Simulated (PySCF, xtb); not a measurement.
CH₆ClNSi, SMILES N(C)[SiH2]Cl. One conformer was computed; it need not be the lowest.

Harmonic wavenumbers (cm⁻¹) from GFN2-xTB run with xtb 6.7.1 at its own minimum, in rising order: 89, 130, 155, 288, 441, 515, 518, 581, 728, 814, 829, 1069, 1109, 1167, 1362, 1424, 1491, 1501, 2199, 2274, 2919, 2981, 3036, 3440.

Task: What does B3LYP-D3(BJ)/def2-SVP run with PySCF give at its own minimum? (The exact figures need the calculation; the answer reports its results.)

Result: 76, 134, 230, 295, 471, 518, 620, 760, 815, 915, 929, 1101, 1140, 1150, 1400, 1452, 1467, 1496, 2254, 2265, 2992, 3064, 3103, 3581. Paired by order, the mean absolute difference is 54 cm⁻¹ and the zero-point energies are 44.4 and 46.1 kcal/mol.
